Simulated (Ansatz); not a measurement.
The same path of ClFGaHS (5 atoms, charge 0, multiplicity 1) was run 3 times with different band settings. The coordinate that changes most is the dihedral Cl4–Ga2–S3–H5.

Computed with RKS B3LYP-D4/def2-SVP in Ansatz.

Relaxed end points:

```xyz
5
Properties=species:S:1:pos:R:3
F -0.253 -1.465 1.135
Ga -0.435 -0.267 -0.129
S 1.092 1.285 -0.361
Cl -2.170 -0.428 -1.365
H 1.815 0.802 0.679
```

```xyz
5
Properties=species:S:1:pos:R:3
F -0.288 -1.779 1.391
Ga -0.233 -0.477 0.227
S 1.454 0.919 0.278
Cl -1.855 -0.367 -1.168
H 0.972 1.630 -0.769
```

Common settings: spring 5.0 eV/Å²; start path IDPP; force threshold 0.05 eV/Å; end points relaxed.

| run | movable images | climbing image | optimiser | iteration limit | largest step |
| --- | --- | --- | --- | --- | --- |
| 1 | 5 | yes | quadratic models (default) | 56 | default |
| 2 | 6 | no | quadratic models (default) | 55 | default |
| 3 | 5 | yes | lbfgs | 60 | 0.02 Å |

(1) What does each run give, and how far can it be trusted?

Results:

(1) Run 1: converged after 5 iterations, highest image 0.217 eV above the first end. A vibrational analysis at the climbing image gives one clearly imaginary mode, 254i cm⁻¹: a first-order saddle point.
Run 2: converged after 4 iterations, highest image 0.209 eV above the first end. No image climbed, so the highest image needn't sit at the top of the path.
Run 3: converged after 25 iterations, highest image 0.217 eV above the first end. Another band between the same ends (5 images) ends at a top of the same energy, where a vibrational analysis finds 1 clearly imaginary mode.
